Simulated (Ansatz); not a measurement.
`C[S][SnH2][S]C`. Total charge 0; spin multiplicity 1. Sn takes the def2 core potential. All single points use the PBE0-D4/def2-TZVP geometry. It is one conformer, not always the lowest.

```xyz
13

C    -2.014   -0.691    0.260
S    -1.507    0.985    0.746
Sn    0.724    0.545    1.509
S     2.273    1.055   -0.243
C     1.393    0.296   -1.639
H    -1.471   -1.038   -0.619
H    -3.074   -0.632    0.014
H    -1.884   -1.401    1.076
H     1.119    1.543    2.829
H     0.749   -1.127    1.877
H     1.381   -0.792   -1.561
H     1.938    0.576   -2.540
H     0.375    0.681   -1.710
```

(1) What is the dipole moment at PBE/def2-TZVPP? (An estimate is asked.)

(2) And with r2SCAN, B3LYP, ωB97M-V? (Estimate.)

(3) Give the Mulliken charges with PBE, B3LYP, r2SCAN in def2-TZVPP. (Best estimate.)

Answers

(1) Ansatz gave: 2.18 D, with components (-0.83, -1.97, -0.46) D in this frame, pointing from negative to positive charge.

(2) Ansatz gave: r2SCAN 2.30 D, B3LYP 2.17 D, ωB97M-V 2.16 D.

(3) Ansatz gave: 
```csv
atom,PBE,B3LYP,r2SCAN
C1,-0.27,-0.28,-0.14
S2,-0.32,-0.33,-0.35
Sn3,0.66,0.73,0.70
S4,-0.32,-0.33,-0.35
C5,-0.27,-0.29,-0.16
H6,0.12,0.12,0.08
H7,0.12,0.12,0.09
H8,0.13,0.13,0.09
H9,-0.10,-0.11,-0.10
H10,-0.12,-0.14,-0.12
H11,0.12,0.12,0.09
H12,0.12,0.13,0.09
H13,0.13,0.13,0.10
```

B3LYP here is the variant with VWN-RPA as its local correlation; programs differ in this.
